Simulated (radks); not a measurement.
Results of a calculation; reference values are marked as such.
All-electron atom: Zr IX in [Ar] 3d10 4s2 4p2.

Code: a radial shooting solver on a logarithmic mesh with Libxc functionals. Model: Dirac Kohn-Sham, PBE, spin-unpolarised, spherical densities, point nucleus; open shells are shared between the two j in proportion to 2j + 1.

Energy parts (Ry):
part                        energy
total                  -7160.87217
kinetic                 7401.74302
electron-nucleus      -16976.65857
Hartree                 2634.17063
exchange-correlation    -220.12726

Orbitals (lengths in bohr, moments of r in powers of bohr; <r^-3> diverges for s and p1/2; r(max) is where P^2 peaks):
[
 {"orbital": "1s1/2", "occ.": "2", "eigenvalue (Ry)": "-1319.399", "r(max)": "0.02414", "<r^-3>": "-", "small-component weight": "2.12e-02"},
 {"orbital": "2s1/2", "occ.": "2", "eigenvalue (Ry)": "-191.0890", "r(max)": "0.1370", "<r^-3>": "-", "small-component weight": "4.31e-03"},
 {"orbital": "2p1/2", "occ.": "2", "eigenvalue (Ry)": "-175.7656", "r(max)": "0.1069", "<r^-3>": "-", "small-component weight": "4.31e-03"},
 {"orbital": "2p3/2", "occ.": "4", "eigenvalue (Ry)": "-169.4497", "r(max)": "0.1106", "<r^-3>": "2036", "small-component weight": "4.18e-03"},
 {"orbital": "3s1/2", "occ.": "2", "eigenvalue (Ry)": "-39.15570", "r(max)": "0.4078", "<r^-3>": "-", "small-component weight": "1.13e-03"},
 {"orbital": "3p1/2", "occ.": "2", "eigenvalue (Ry)": "-33.44323", "r(max)": "0.3955", "<r^-3>": "-", "small-component weight": "1.07e-03"},
 {"orbital": "3p3/2", "occ.": "4", "eigenvalue (Ry)": "-32.42965", "r(max)": "0.4046", "<r^-3>": "330.8", "small-component weight": "1.04e-03"},
 {"orbital": "3d3/2", "occ.": "4", "eigenvalue (Ry)": "-22.36247", "r(max)": "0.3445", "<r^-3>": "47.17", "small-component weight": "9.28e-04"},
 {"orbital": "3d5/2", "occ.": "6", "eigenvalue (Ry)": "-22.17575", "r(max)": "0.3472", "<r^-3>": "45.19", "small-component weight": "9.18e-04"},
 {"orbital": "4s1/2", "occ.": "2", "eigenvalue (Ry)": "-12.31330", "r(max)": "1.031", "<r^-3>": "-", "small-component weight": "2.93e-04"},
 {"orbital": "4p1/2", "occ.": "0.666667", "eigenvalue (Ry)": "-10.57893", "r(max)": "1.085", "<r^-3>": "-", "small-component weight": "2.62e-04"},
 {"orbital": "4p3/2", "occ.": "1.33333", "eigenvalue (Ry)": "-10.39665", "r(max)": "1.104", "<r^-3>": "60.02", "small-component weight": "2.57e-04"},
 {"orbital": "4d3/2", "occ.": "0", "eigenvalue (Ry)": "-7.63947", "r(max)": "1.242", "<r^-3>": "7.165", "small-component weight": "1.99e-04"},
 {"orbital": "4d5/2", "occ.": "0", "eigenvalue (Ry)": "-7.61123", "r(max)": "1.248", "<r^-3>": "6.895", "small-component weight": "1.98e-04"},
 {"orbital": "5s1/2", "occ.": "0", "eigenvalue (Ry)": "-5.85264", "r(max)": "2.131", "<r^-3>": "-", "small-component weight": "1.21e-04"}
]

The highest occupied level is 4p3/2 at -141.45 eV. For comparison, the ionisation energy in NIST's Atomic Spectra Database is 153 eV (theoretical). In exact Kohn-Sham theory the highest level is minus the ionisation energy, but local and semilocal functionals leave it too shallow, through self-interaction and a potential that decays too fast; potentials with the right tail come closer. Summed over all electrons, <r^2> = 10.56 bohr^2, which gives a Langevin (diamagnetic) susceptibility term of -8.36 x 10^-6 cm^3/mol.

Beside tabulated values, note that spin-unpolarised runs miss the spin-polarisation part of the exchange energy of open shells.
